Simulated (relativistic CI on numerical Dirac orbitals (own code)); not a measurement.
Level scheme of Cs³⁺

These numbers are calculated, not measured: Dirac-Coulomb-Breit CI, KLI orbitals optimised for each configuration, QED by a radiative potential, valence Slater integrals scaled by 0.85, configuration energies shifted to the measured levels that pair with them (semi-empirical) (own radial code, finite nucleus).

Configuration list (outside the closed core [Kr] 4d10): 5s2 5p4, 5s 5p5, 5s2 5p3 5d, 5s2 5p3 6s, 5s2 5p3 6d, 5s2 5p3 7s, 5p6, 5s2 5p2 5d2, 5s2 5p3 5f, 5s 5p4 5d, 5s2 5p2 4f2, 5s2 5p3 5g, 5s2 5p3 4f, 5s2 5p3 6p, 5s 5p4 5f, 5s2 5p2 5f2, 5s2 5p2 4f 5d, 5s 5p4 5g, 5p4 5d2, 5s2 5p3 7p, 5p4 4f2, 5s2 5p2 5g2, 5s2 5p3 7d, 5s2 5p3 6f, 5s 5p4 6s, 5s2 5p3 7f, 5s 5p4 6p, 5s 5p4 4f, 5s 5p3 4f 5d, 5s2 5p2 5d 5g. Levels of other configurations are missing.

The lowest level is 5s2 5p4 3P_2, with 84 % of that term; Hund's rules for 5s2 5p4 give 3P with J = 2, in agreement.

```csv
No.,Configuration,Term,J,E (eV),%,Landé g,jj configuration (%)
1,5s2 5p4,3P,2,0.0000,84,1.432,5p3/2^2 (91)
2,5s2 5p4,3P,0,1.1546,72,,5p3/2^2 (80)
3,5s2 5p4,3P,1,1.5685,97,1.501,5p1/2 5p3/2^3 (97)
4,5s2 5p4,1D,2,2.5354,83,1.068,5p1/2 5p3/2^3 (91)
5,5s2 5p4,1S,0,5.1585,71,,5p3/2^4 (80)
6,5s 5p5,3P°,2,14.1726,75,1.500,5s 5p3/2^3 (75)
7,5s 5p5,3P°,1,15.0398,65,1.448,5s 5p3/2^3 (42)
8,5s 5p5,3P°,0,15.8465,68,,5s 5p1/2 5p3/2^4 (68)
9,5p3(4S°) 5d,5D°,3,16.7685,79,1.438,5p3/2 5d3/2 (34)
10,5p3(4S°) 5d,5D°,2,16.7972,78,1.397,5p3/2 5d3/2 (53)
11,5p3(4S°) 5d,5D°,0,16.8413,81,,5p3/2 5d3/2 (50)
12,5p3(4S°) 5d,5D°,1,16.8698,87,1.478,5p1/2 5p3/2^2 5d3/2 (40)
13,5p3(4S°) 5d,5D°,4,16.8856,85,1.462,5p3/2 5d5/2 (54)
14,5p3(2D°) 5d,1P°,1,17.5980,51,1.043,5p1/2 5p3/2^2 5d5/2 (31)
15,5p3(4S°) 5d,3D°,2,17.6321,45,1.076,5p3/2 5d5/2 (53)
16,5p3(4S°) 5d,3D°,3,18.3061,60,1.270,5p1/2 5p3/2^2 5d5/2 (69)
17,5p3(4S°) 5d,3D°,1,18.4515,92,0.557,5p1/2 5p3/2^2 5d3/2 (40)
18,5p3(2D°) 5d,3F°,2,18.7316,59,0.877,5p1/2 5p3/2^2 5d3/2 (79)
19,5p3(2D°) 5d,3F°,3,18.9449,67,1.128,5p1/2 5p3/2^2 5d3/2 (71)
20,5p3(2D°) 5d,1S°,0,18.9458,84,,5p1/2 5p3/2^2 5d3/2 (38)
21,5p3(2D°) 5d,3G°,4,19.1807,45,1.155,5p1/2 5p3/2^2 5d5/2 (60)
22,5p3(2D°) 5d,3G°,3,19.2337,64,0.879,5p1/2 5p3/2^2 5d3/2 (29)
23,5p3(2D°) 5d,3F°,4,19.5349,76,1.207,5p1/2 5p3/2^2 5d5/2 (74)
24,5p3(2D°) 5d,3G°,5,19.8483,98,1.200,5p1/2 5p3/2^2 5d5/2 (98)
25,5p3(2D°) 5d,1G°,4,19.9656,72,1.020,5p1/2 5p3/2^2 5d3/2 (77)
26,5p3(4S°) 6s,5S°,2,20.1649,82,1.895,5p3/2 6s (60)
27,5p3(2D°) 5d,3D°,1,20.2107,82,0.625,5p3/2 5d5/2 (36)
28,5p3(2P°) 5d,1D°,2,20.7044,51,1.026,5p1/2 5p3/2^2 5d3/2 (48)
29,5p3(4S°) 6s,3S°,1,20.7749,51,1.666,5p3/2 6s (42)
30,5p3(4S°) 4f‡,5F,4,20.8089,74,1.304,5p3/2 4f7/2 (34)
31,5p3(4S°) 4f‡,5F,3,20.8238,73,1.188,5p3/2 4f5/2 (55)
32,5p3(4S°) 4f‡,5F,2,20.8900,85,1.001,5p3/2 4f5/2 (45)
33,5p3(4S°) 4f‡,5F,5,20.8967,83,1.372,5p3/2 4f7/2 (49)
34,5p3(4S°) 4f‡,5F,1,20.9032,87,0.052,5p3/2 4f5/2 (45)
35,5p3(2P°) 5d,3D°,2,21.1762,68,1.189,5p1/2 5p3/2^2 5d5/2 (68)
36,5p3(2P°) 5d,3P°,0,21.1987,77,,5p1/2 5p3/2^2 5d5/2 (38)
37,5p3(2P°) 5d,3P°,1,21.2775,52,1.545,5p1/2 5p3/2^2 5d5/2 (21)
38,5p3(4S°) 4f‡,3F,3,21.3995,49,1.045,5p3/2 4f7/2 (59)
39,5p3(2D°) 5d,3D°,3,21.6943,67,1.240,5p1/2 5p3/2^2 5d5/2 (66)
40,5p3(2P°) 5d,3F°,3,21.7671,73,1.076,5p1/2 5p3/2^2 5d5/2 (55)
41,5p3(2P°) 5d,3F°,2,21.7710,79,0.788,5p1/2 5p3/2^2 5d3/2 (43)
42,5p3(4S°) 4f‡,3F,4,22.0495,68,1.219,5p1/2 5p3/2^2 4f7/2 (66)
43,5p3(4S°) 4f‡,3F,2,22.0917,88,0.698,5p1/2 5p3/2^2 4f7/2 (37)
44,5p3(2D°) 5d,3S°,1,22.3935,38,1.357,5p1/2 5p3/2^2 5d3/2 (37)
45,5p3(2P°) 5d,3F°,4,22.4044,70,1.207,5p3/2^3 5d5/2 (84)
```

Energies count from the lowest computed level; ° marks odd parity. Percentages are summed over parent terms; the parents shown are those of the largest component, closed shells are left out there. Filled j subshells are mostly left out of the jj labels. ‡ marks configurations that were not tied to measured data.

The mean weight of the leading LS term, summed over parents, in these 45 levels is 72 %, and that of the leading jj configuration (from the same eigenvectors) 57 %, so LS coupling describes them better.

Configurations whose levels could be paired with our table of measured levels were shifted onto them, all but the ground configuration, by the median error of their levels; single terms can still be off by 1,000 to 2,000 cm⁻¹ or more, and rates follow the energies as ν³ (E1, M1) or ν⁵ (E2). The others borrow a shift and can be off by several thousand cm⁻¹ or more. The fine structure of a lone outer electron comes out too small, for d and f at times inverted, and misplaced configurations move strength between like terms. 37 of the 69 excited levels that our extract of the measured tables holds in this range could be paired (the sources list more); they are missed by 584 cm⁻¹ on average and 1968 at most, after the shifts were fitted to these levels, and levels without a partner can miss by more.

LS names give the leading component of a level, which can be under half, so a name can repeat, a term be missing and a line seem to break the LS rules.
